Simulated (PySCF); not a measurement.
Computed with PBE0-D3(BJ)/def2-TZVP (PySCF). All species are isolated molecules in the gas phase. One relaxed conformer stands for a flexible species; it need not be the lowest. Delta-SCF ions had no search for a lower state. Excitations are Tamm–Dancoff values on a coarser integration grid. The basis has no diffuse functions, so Rydberg states are missing or too high.

Reference species (SMILES): `[NH2][Ga]([NH2])[NH2]` (neutral, multiplicity 1).

- HOMO = -6.75 eV
- HOMO–LUMO gap = 6.94 eV
- brightest of the four lowest singlets (TDA) = 6.64 eV
- vertical ionisation energy (Delta-SCF) = 8.83 eV

Changed species: `[GaH2][NH2]` (2 of 3 NH2 replaced by H; the reference has 0 of 3 NH2 replaced by H).

Task: What does the change do to the HOMO, HOMO–LUMO gap, brightest of the four lowest singlets (TDA) and vertical ionisation energy (Delta-SCF)?

Result: the HOMO falls by 0.64 eV, to -7.39 eV; the HOMO–LUMO gap decreases by 0.26 eV, to 6.68 eV; the brightest of the four lowest singlets (TDA) decreases by 0.55 eV, to 6.09 eV; the vertical ionisation energy (Delta-SCF) rises by 0.89 eV, to 9.72 eV.
